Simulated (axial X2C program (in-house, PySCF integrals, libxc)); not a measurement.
# Spin–orbit effects down a group: molecules with F (ions), MP2

Computed with an in-house relativistic program for diatomic molecules, spin-free (one-electron X2C) or two-component (2c: spin–orbit coupling with atomic mean-field Coulomb and Gaunt terms, which also bring small scalar terms), in Dyall basis sets with cores contracted in-house; open shells are unrestricted.

Basis sets: C dyall-v3z, F dyall-av3z, Ge dyall-cv3z, Si dyall-v3z, Sn dyall-cv3z. Frozen shells (counts by l): CF⁺ F 1s, C 1s, 10 electrons correlated; SiF⁺ Si 2s1p, F 1s, 10 electrons correlated; GeF⁺ Ge 3s2p1d, F 1s, 10 electrons correlated; SnF⁺ Sn 4s3p2d, F 1s, 10 electrons correlated. Where the outer core of a metal is frozen, bonds come out longer and ionisation energies lower.

```json
{"molecule": "CF⁺", "spin-free state": "M_S = 0, Λ = 0", "Re (Å)": "1.158", "ωe (cm⁻¹)": "1806.5", "De (eV)": "8.08", "2c state": "Ω = 0", "Re 2c (Å)": "1.158", "ωe 2c (cm⁻¹)": "1806.4", "De 2c (eV)": "8.07"}
{"molecule": "SiF⁺", "spin-free state": "M_S = 0, Λ = 0", "Re (Å)": "1.551", "ωe (cm⁻¹)": "1017.8", "De (eV)": "7.00", "2c state": "Ω = 0", "Re 2c (Å)": "1.552", "ωe 2c (cm⁻¹)": "1017.8", "De 2c (eV)": "6.97"}
{"molecule": "GeF⁺", "spin-free state": "M_S = 0, Λ = 0", "Re (Å)": "1.678", "ωe (cm⁻¹)": "804.7", "De (eV)": "6.03", "2c state": "Ω = 0", "Re 2c (Å)": "1.679", "ωe 2c (cm⁻¹)": "804.3", "De 2c (eV)": "5.90"}
{"molecule": "SnF⁺", "spin-free state": "M_S = 0, Λ = 0", "Re (Å)": "1.886", "ωe (cm⁻¹)": "688.0", "De (eV)": "5.50", "2c state": "Ω = 0", "Re 2c (Å)": "1.886", "ωe 2c (cm⁻¹)": "687.7", "De 2c (eV)": "5.18"}
```

Fragments in 2c: F + C+, Si+ + F, Ge+ + F, Sn+ + F. Each entry is the lowest single determinant of a limited PBE0 search at one distance. De goes to single-determinant-based atoms at the same level (for ions the charge split of lowest energy) and is withheld (n/a) where an atom does not fit its ground term or J level. Main or longest-lived isotopes.
